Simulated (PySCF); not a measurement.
Gas-phase reaction: In(CH3)3 ⇌ InH + C3H4 (allene) + 2 H2

Computed with PySCF and rigid-rotor harmonic-oscillator thermochemistry at 1 bar. † marks an energy on the PBE0/def2-TZVP geometry and frequencies. CCSD(T) freezes the core. All species are closed-shell singlets. In: scalar-relativistic def2 core potential, no spin-orbit coupling. InH: computed as isolated molecules; such fragments, hydroxides, amides, oligomers or adducts are transient or little studied in the gas. CCSD(T) isn't extrapolated to the basis-set limit.

ωB97X-V/def2-TZVP† gives ΔH°(298 K) = 342 kJ.

### Question
What do PBE0/def2-SVP†, M06-2X/def2-TZVP†, CCSD(T)/def2-SVP† give?

### Answer
PBE0/def2-SVP†: 333 kJ; M06-2X/def2-TZVP†: 315 kJ; CCSD(T)/def2-SVP†: 299 kJ. For scale, ΔH°(298 K) is 342 kJ at this level, 322 kJ at ωB97M-V/def2-TZVP†, and runs from 219 to 381 kJ over the 15 levels computed.
